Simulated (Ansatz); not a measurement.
Total energies of SbI₃ from Ansatz at PBE0-D4/def2-TZVP, gas phase (1 Eh = 27.2114 eV = 2625.5 kJ/mol). The reference geometry is relaxed at PBE-D4/def2-SVP.

```xyz
4

Sb   -0.775   -0.365   -0.413
I     0.659   -2.017    1.278
I    -1.126    1.846    1.210
I     1.241    0.537   -2.076
```

```tsv
state	geometry	energy (Eh)
charge 0 singlet	reference	-1133.57093
charge 1 doublet	reference	-1133.23584
free Sb atom (quartet)	–	-240.22283
free I atom (doublet)	–	-297.69312
```

In the def2 sets I, Sb take a core potential; there is no spin–orbit coupling.

**Question.** Work out the vertical ionisation energy to the doublet.

**Answer.** E(charge 1 doublet) − E(charge 0 singlet) = -1133.23584 − (-1133.57093) = 0.33509 Eh = 9.12 eV. For comparison, −ε of the highest occupied level is 7.53 eV at this level, 1.59 eV less.

**Question.** What is the binding energy per atom against free atoms?

**Answer.** Atoms: 1 × (-240.22283) + 3 × (-297.69312) = -1133.30219 Eh. Binding: -1133.30219 − (-1133.57093) = 0.26874 Eh = 7.31 eV, or 1.83 eV for each of 4 atoms (no zero-point energy, no counterpoise term).
